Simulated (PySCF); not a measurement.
chlorobenzene (C6H5Cl), SMILES Clc1ccccc1. The structure is a stationary point at PBE-D3(BJ)/def2-SVP.

Computed equilibrium geometry at PBE-D3(BJ)/def2-SVP (PySCF confirms it by a frequency run) as Cartesian coordinates in Å, and its point group:
point group C2v.
```xyz
12

Cl     0.0000     0.0000     2.2634
C      0.0000     0.0000     0.5164
C      0.0000    -1.2228    -0.1747
C      0.0000    -1.2140    -1.5777
C      0.0000     0.0000    -2.2830
C      0.0000     1.2140    -1.5777
C      0.0000     1.2228    -0.1747
H      0.0000    -2.1662     0.3891
H      0.0000    -2.1703    -2.1225
H      0.0000     0.0000    -3.3830
H      0.0000     2.1703    -2.1225
H      0.0000     2.1662     0.3891
```
Charge 0, spin multiplicity 1.
